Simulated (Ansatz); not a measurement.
Stepwise reaction of `[CH3][Mo]([CH3])(=[O])=[O]` with water, as a gas-phase model of exchange steps in deposition or etching. ΔE in kJ/mol; ΔG adds harmonic PBE0-D4 terms to CCSD(T)/CBS, at 1 bar.

Gas-phase electronic energies from Ansatz, PBE0-D4/def2-TZVP geometries. CBS: MP2 limit from def2 TZ/QZ plus the TZ coupled-cluster correction, frozen cores. This one scheme is used for every species. Functionals use def2-TZVPP. B3LYP here is the variant with VWN-RPA as its local correlation; programs differ in this. Elements past krypton have def2 core potentials. For Mo outer-core shells are correlated without core-valence functions, which leaves a few kJ/mol of doubt a bond. Each species was taken in one conformer, which may not be the lowest.

| step | reaction | PBE-D4 | B3LYP-D4 | ωB97M-V | CCSD(T)/CBS | ΔG(500 K) |
| --- | --- | --- | --- | --- | --- | --- |
| 1 | `[CH3][Mo]([CH3])(=[O])=[O]` + H₂O → `[CH3][Mo](=[O])(=[O])[OH]` + CH₄ | -126.3 | -130.8 | -126.8 | -118.5 | -106.5 |

Give the row of step 2, `[CH3][Mo](=[O])(=[O])[OH]` + H₂O → `[O]=[Mo](=[O])([OH])[OH]` + CH₄. (Estimate.)

Computed: 
```tsv
step	reaction	PBE-D4	B3LYP-D4	ωB97M-V	CCSD(T)/CBS	ΔG(500 K)
2	`[CH3][Mo](=[O])(=[O])[OH]` + H₂O → `[O]=[Mo](=[O])([OH])[OH]` + CH₄	-110.0	-111.8	-105.7	-95.9	-84.3
```

By hand: ΔE of the 2 steps together at CCSD(T)/CBS.

(-118.5) + (-95.9) = -214.4 kJ/mol, or -107.2 kJ/mol a step.

In ΔE each step is higher than the one before. All are downhill at CCSD(T)/CBS. ΔG lies between -106.5 and -84.3 kJ/mol a step. PBE-D4 differs from CCSD(T)/CBS by -14.1 to -7.8 kJ/mol a step. Isolated molecules leave out the surface, adducts and barriers. Largest T1 diagnostic: 0.025.
